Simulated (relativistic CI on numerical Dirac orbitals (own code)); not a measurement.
**Radial parameters of Nb34+**

Method of calculation: Dirac-Coulomb-Breit CI, KLI orbitals optimised for each configuration, model QED (radiative potential, 1s self-energy scaled to tabulated hydrogen-like ionisation energies), unscaled Slater integrals (own radial code, finite nucleus).

Slater integrals F^k, G^k are unscaled and averaged over j, outside the closed core 1s2; ζ comes from projecting the Hamiltonian with its Breit term on Σ l·s of the shell.

- 2s²2p³: F^2(2p,2p) = 733290, ζ(2p) = 557400 cm⁻¹; <r>(2p) = 0.1299, <r^2>(2p) = 0.02043 (bohr units).
- 2s2p⁴: F^2(2p,2p) = 731820, G^1(2s,2p) = 780210, ζ(2p) = 554170 cm⁻¹; <r>(2s) = 0.1508, <r^2>(2s) = 0.0267, <r>(2p) = 0.1302, <r^2>(2p) = 0.02051 (bohr units).
- 2p⁵: ζ(2p) = 551020 cm⁻¹; <r>(2p) = 0.1305, <r^2>(2p) = 0.02062 (bohr units).

Averages of the first 10 configurations, taken without configuration mixing, which lowers the lowest level and can move excited configurations by several eV; other configurations of the list can lie among them:

```tsv
Configuration	Parity	States	Average energy above the lowest level (eV)
2s²2p³	odd	20	105.5
2s2p⁴	even	30	337.7
2p⁵	odd	6	601.4
2p⁴3s	even	30	3110.7
2p⁴3p	odd	90	3175.8
2p⁴3d	even	150	3242.4
2s²2p²3s	even	30	2656.5
2s²2p²3p	odd	90	2726.3
2s²2p²3d	even	150	2793.4
2s2p³3s	odd	80	2867.7
```
